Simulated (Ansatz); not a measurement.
`CN(C)[SiH2]O` from Hartree–Fock to CCSD(T)

```xyz
14

C    -1.2586    0.2028   -0.9528
N     0.0247   -0.0467   -0.3425
C     1.0653    0.8426   -0.7928
Si    0.1883   -1.0807    1.0064
O    -0.3576   -0.5197    2.4610
H    -1.6458    1.2031   -0.7126
H    -1.1916    0.1269   -2.0458
H    -1.9935   -0.5295   -0.6115
H     2.0180    0.5823   -0.3271
H     0.8466    1.8943   -0.5563
H     1.1953    0.7726   -1.8806
H     1.6432   -1.3757    1.1010
H    -0.6548   -2.2771    0.7868
H     0.1204    0.2046    2.8668
```

The species carries charge 0 and has multiplicity 1. All single points use the PBE0-D4/def2-TZVP geometry. It is one conformer, not always the lowest. Frozen core, restricted reference, Ansatz. CBS rows extrapolate triple and quadruple zeta; past MP2 they add the triple-zeta difference.

```
     basis     HF (Eh)  MP2 corr.  CCSD corr.       (T)  CCSD(T) total
  def2-SVP           ?   -0.74526    -0.80371  -0.02069              ?
def2-TZVPP  -499.38337   -0.93317           ?  -0.03626              ?
def2-QZVPP           ?   -0.99949           –         –              –
 CBS(def2)  -499.40611   -1.04861           ?     as TZ              ?
```

(1) Fill in the withheld values. (An estimate is asked.)

Answers

(1) The calculation gave: def2-SVP HF (Eh): -499.02529; def2-SVP CCSD(T) total: -499.84969; def2-TZVPP CCSD corr.: -0.97994; def2-TZVPP CCSD(T) total: -500.39957; def2-QZVPP HF (Eh): -499.40335; CBS(def2) CCSD corr.: -1.09537; CBS(def2) CCSD(T) total: -500.53774.
